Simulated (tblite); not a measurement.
Compound: C7H14BFO.
SMILES with atom numbers: `[BH2:1][C@@:2]1([CH3:3])[CH2:4][CH2:5][C@@:6]([CH3:7])([CH2:8][F:9])[O:10]1` (hydrogens: H11, H12 on B1; H13, H14, H15 on C3; H16, H17 on C4; H18, H19 on C5; H20, H21, H22 on C7; H23, H24 on C8)

Computed with GFN2-xTB (tblite), gas phase: L-BFGS steps from a force-field or distance-geometry start until the largest atomic force falls under 0.01 eV/Å.

Step 25: E = -875.0538 eV
```
atom  x, y, z in Å  |  force x, y, z in eV/Å
B1      2.5587   -0.3760   -1.0419    0.056   0.002  -0.057
C2      1.2586   -0.0697   -0.2176    0.058   0.049  -0.087
C3      1.6791   -0.8317    1.0770    0.048  -0.008   0.049
C4      0.8140    1.3657    0.0960   -0.026   0.010   0.014
C5     -0.5891    1.1293    0.6468    0.015   0.007   0.017
C6     -1.0843   -0.0599   -0.2000   -0.046  -0.041   0.078
C7     -1.8799   -1.0898    0.6204   -0.054  -0.046   0.002
C8     -1.9068    0.4167   -1.4051   -0.036   0.022   0.011
F9     -3.0987    0.9695   -1.0125   -0.062   0.019   0.049
O10     0.0790   -0.6648   -0.7614   -0.022  -0.058   0.011
H11     3.5087    0.2780   -0.8698   -0.002   0.009   0.012
H12     2.5794   -1.3216   -1.7232    0.003   0.051  -0.035
H13     0.7960   -1.1983    1.5901   -0.017   0.033   0.027
H14     2.2930   -1.6943    0.8233    0.021  -0.047   0.012
H15     2.2477   -0.1890    1.7397    0.025   0.060   0.017
H16     0.7627    1.9374   -0.8339    0.040  -0.021   0.030
H17     1.4689    1.8876    0.7899    0.006  -0.069   0.005
H18    -1.2516    1.9894    0.5647    0.022  -0.020  -0.070
H19    -0.5295    0.8437    1.6976   -0.019   0.020  -0.002
H20    -1.2416   -1.9505    0.8153   -0.080   0.046   0.040
H21    -2.2203   -0.6655    1.5638    0.006  -0.036  -0.080
H22    -2.7506   -1.4374    0.0693    0.018   0.006   0.014
H23    -1.3692    1.1842   -1.9677    0.038   0.000  -0.024
H24    -2.1358   -0.4333   -2.0532    0.009   0.011  -0.035
```

Step 26: E = -875.0562 eV
```
atom  x, y, z in Å  |  force x, y, z in eV/Å
B1      2.5575   -0.3725   -1.0465    0.042  -0.023  -0.031
C2      1.2581   -0.0716   -0.2189    0.053   0.069  -0.075
C3      1.6819   -0.8313    1.0760    0.034  -0.013   0.032
C4      0.8158    1.3639    0.0990   -0.051   0.017   0.000
C5     -0.5886    1.1300    0.6473   -0.020  -0.025   0.010
C6     -1.0861   -0.0601   -0.1986   -0.002  -0.059   0.047
C7     -1.8819   -1.0910    0.6207   -0.042  -0.009   0.002
C8     -1.9069    0.4168   -1.4057   -0.012   0.001   0.027
F9     -3.0997    0.9672   -1.0117   -0.042   0.026   0.016
O10     0.0760   -0.6670   -0.7598    0.038  -0.038   0.020
H11     3.5087    0.2774   -0.8650   -0.007   0.010  -0.003
H12     2.5761   -1.3169   -1.7294    0.014   0.056  -0.044
H13     0.7995   -1.1967    1.5891   -0.044   0.029   0.050
H14     2.2932   -1.6954    0.8241    0.042  -0.056   0.001
H15     2.2507   -0.1876    1.7372    0.029   0.059   0.016
H16     0.7650    1.9380   -0.8286    0.039  -0.011   0.004
H17     1.4720    1.8854    0.7924   -0.004  -0.088   0.010
H18    -1.2528    1.9881    0.5600    0.035  -0.003  -0.060
H19    -0.5339    0.8461    1.6987   -0.011   0.021   0.005
H20    -1.2457   -1.9520    0.8213   -0.075   0.058   0.021
H21    -2.2208   -0.6613    1.5610   -0.024  -0.037  -0.038
H22    -2.7527   -1.4373    0.0697    0.012  -0.003   0.009
H23    -1.3657    1.1814   -1.9702    0.006   0.010   0.006
H24    -2.1315   -0.4339   -2.0546   -0.012   0.011  -0.025
```

Step 27: E = -875.0582 eV
```
atom  x, y, z in Å  |  force x, y, z in eV/Å
B1      2.5573   -0.3702   -1.0507    0.016  -0.016   0.005
C2      1.2585   -0.0725   -0.2212    0.032   0.046  -0.028
C3      1.6847   -0.8309    1.0756    0.015  -0.007   0.007
C4      0.8168    1.3622    0.1015   -0.049   0.006  -0.014
C5     -0.5884    1.1298    0.6479   -0.042  -0.048  -0.004
C6     -1.0872   -0.0616   -0.1969    0.038  -0.054   0.000
C7     -1.8842   -1.0925    0.6204   -0.024   0.028   0.000
C8     -1.9071    0.4172   -1.4053    0.014  -0.015   0.032
F9     -3.1003    0.9658   -1.0090   -0.017   0.028  -0.014
O10     0.0744   -0.6697   -0.7585    0.074  -0.018   0.027
H11     3.5076    0.2776   -0.8612    0.007   0.016  -0.014
H12     2.5742   -1.3120   -1.7350    0.024   0.034  -0.068
H13     0.8013   -1.1941    1.5892   -0.037   0.035   0.052
H14     2.2941   -1.6971    0.8263    0.046  -0.044  -0.001
H15     2.2534   -0.1840    1.7342    0.026   0.040   0.010
H16     0.7679    1.9381   -0.8241    0.029   0.005  -0.023
H17     1.4756    1.8816    0.7939   -0.015  -0.093   0.022
H18    -1.2532    1.9866    0.5545    0.038   0.011  -0.049
H19    -0.5384    0.8488    1.6999   -0.003   0.019   0.013
H20    -1.2511   -1.9534    0.8267   -0.049   0.042   0.009
H21    -2.2216   -0.6585    1.5572   -0.059  -0.025   0.018
H22    -2.7543   -1.4377    0.0696   -0.009  -0.013  -0.009
H23    -1.3629    1.1797   -1.9716   -0.026   0.011   0.040
H24    -2.1288   -0.4333   -2.0559   -0.029   0.013  -0.011
```

Question: Estimate the geometry and energy of step 28. (The exact step hangs on the optimiser's Hessian estimate; all steps are aligned on step 27, rigid shifts and turns removed.)

Answer: E = -875.0601 eV, largest force 0.106 eV/Å
```
atom  x, y, z in Å  |  force x, y, z in eV/Å
B1      2.5572   -0.3684   -1.0540   -0.001  -0.010   0.019
C2      1.2595   -0.0723   -0.2235    0.004  -0.001   0.033
C3      1.6879   -0.8311    1.0752    0.004   0.001  -0.012
C4      0.8168    1.3610    0.1040   -0.026  -0.013  -0.026
C5     -0.5892    1.1290    0.6485   -0.041  -0.050  -0.018
C6     -1.0875   -0.0637   -0.1954    0.053  -0.033  -0.041
C7     -1.8870   -1.0929    0.6205   -0.010   0.047   0.000
C8     -1.9066    0.4167   -1.4049    0.021  -0.028   0.026
F9     -3.1011    0.9644   -1.0084    0.021   0.018  -0.036
O10     0.0744   -0.6723   -0.7566    0.077  -0.005   0.027
H11     3.5066    0.2777   -0.8573    0.022   0.018  -0.023
H12     2.5716   -1.3060   -1.7432    0.032   0.026  -0.074
H13     0.8030   -1.1917    1.5898   -0.008   0.046   0.040
H14     2.2959   -1.6998    0.8272    0.030  -0.009   0.005
H15     2.2572   -0.1807    1.7313    0.017   0.008  -0.001
H16     0.7712    1.9391   -0.8199    0.015   0.019  -0.036
H17     1.4785    1.8764    0.7965   -0.027  -0.085   0.035
H18    -1.2532    1.9855    0.5489    0.035   0.016  -0.039
H19    -0.5434    0.8519    1.7016    0.004   0.016   0.014
H20    -1.2573   -1.9535    0.8328   -0.017   0.014   0.002
H21    -2.2236   -0.6555    1.5544   -0.086  -0.009   0.061
H22    -2.7562   -1.4382    0.0702   -0.027  -0.018  -0.027
H23    -1.3605    1.1778   -1.9727   -0.047   0.012   0.067
H24    -2.1258   -0.4336   -2.0575   -0.042   0.019   0.005
```

The energy changes by -0.0018 eV. The first-order estimate −F·Δx gives -0.0025 eV and the mean of the old and new forces, exact on a quadratic surface, -0.0018 eV. The step makes an angle of 66° with the force vector and moves no atom by more than 0.010 Å.

The cost below is that of the whole relaxation. On an Arm Neoverse N1 with one thread, shared host with 64 logical CPUs at a one-minute load of 58, this took 1.6 s of wall time.
